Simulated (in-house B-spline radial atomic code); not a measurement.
**wB97X excitations of Ca2+**

Method: wB97X. Computed with an all-electron radial atomic-structure program (B-spline basis): linear response of the closed shell [Ne] 3s2 3p6 with the functional's adiabatic kernel; scalar-relativistic (spin-free one-electron X2C), finite nucleus, no spin-orbit coupling, no double excitations, S, P, D and F terms only. Only terms of natural parity with L up to 3 were computed.

Command:
```bash
python run_td.py task.json out
```
Settings (radii: box in bohr, nucleus in fm):
```
Z                        20
electrons                18
configuration            [Ne] 3s2 3p6
hamiltonian              x2c
method                   wb97x
box_radius               29.48
rms_radius               3.4776
intervals                74
```

Cost of the run: 1.7 s on 1 thread of Arm Neoverse N1, with other jobs on the host.

The lowest states, in the order of their Tamm-Dancoff energies; the method's threshold (minus the highest occupied level) is 47.91 eV. Labels give the largest channel, * marks a mixed state, and oscillator strengths are full-response dipole values. Semilocal kernels can invert the small singlet-triplet splittings of Rydberg terms. Energies in eV:

```tsv
state	full response	Tamm-Dancoff	oscillator strength
3p → 3d 3P	25.574	25.658	-
3p → 3d 3F	25.985	26.103	-
3p → 3d 1F	?	?	-
3p → 4s 3P	29.440	29.451	-
3p → 4s 1P	29.737	29.750	0.575
3p → 4p 3S	32.66	32.68	-
3p → 4p 3D	33.16	33.17	-
3p → 4p 1D	?	?	-
3p → 4p 1S	34.63	34.75	-
3p → 3d 1P	34.06	34.87	3.21
```

Problem. Where does 3p → 3d 1F lie?

Solution. At 27.879 eV in full response, 27.895 eV in Tamm-Dancoff.

Problem. Where does 3p → 4p 1D lie?

Solution. At 33.39 eV in full response, 33.39 eV in Tamm-Dancoff.

Problem. How large is the singlet-triplet splitting of 3p → 3d (F terms) in Tamm-Dancoff?

Solution. 1.79 eV, from the unrounded values.

Problem. What polarisabilities and dispersion coefficient does the method give?

Solution. Dipole 3.297 bohr³, quadrupole 7.219 bohr⁵, C6 10.9 hartree·bohr⁶ for two such species.
